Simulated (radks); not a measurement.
Results of a calculation; reference values are marked as such.
Radial electron density D(r) = 4 pi r^2 rho(r) of an atom or ion with 50 electrons. Level of theory: scalar-relativistic Kohn-Sham, r2SCAN, spin-unpolarised, spherical densities, finite nucleus; meta-GGA in the generalised Kohn-Sham scheme; Fermi nuclear charge, rms radius of each element as measured or else 0.836 A^(1/3) + 0.57 fm (a radial shooting solver on a logarithmic mesh with Libxc functionals).

r (bohr)  D(r) (e/bohr)
0.001787          6.381
0.002365          9.970
0.003104          15.07
0.004074          22.21
0.00539           31.94
0.007075          43.46
0.009362          56.18
0.01229           66.91
0.01626           72.96
0.02134           71.97
0.02824           66.38
0.03706           64.46
0.04865           73.58
0.06437           90.11
0.08449           95.20
0.1118            80.68
0.1467            69.17
0.1942            78.19
0.2548            78.09
0.3372            48.16
0.4426            28.12
0.5809            32.16
0.7686            28.12
1.009             14.23
1.335             6.412
1.752             3.387
2.318             1.037
3.043            0.1285
4.026          0.004399

What is the nuclear charge?

Answer. Z = 56. The innermost maximum, from 1s, lies near gamma/Z bohr with gamma = sqrt(1 - (Z/c)^2) = 0.913, here 0.0163 bohr (found: 0.0179), and its height grows with Z. The density is that of the barium ion Ba6+ in [Kr] 4d10 5s2 5p2; the configuration itself is not fixed sharply by these data, and Z only to a few units. D(r) has 4 maxima, at r = 0.0179, 0.0793, 0.224, 0.629 bohr, and minima at 0.0345, 0.148, 0.461 bohr, inside which lie 1.97, 11.18, 28.91 electrons.
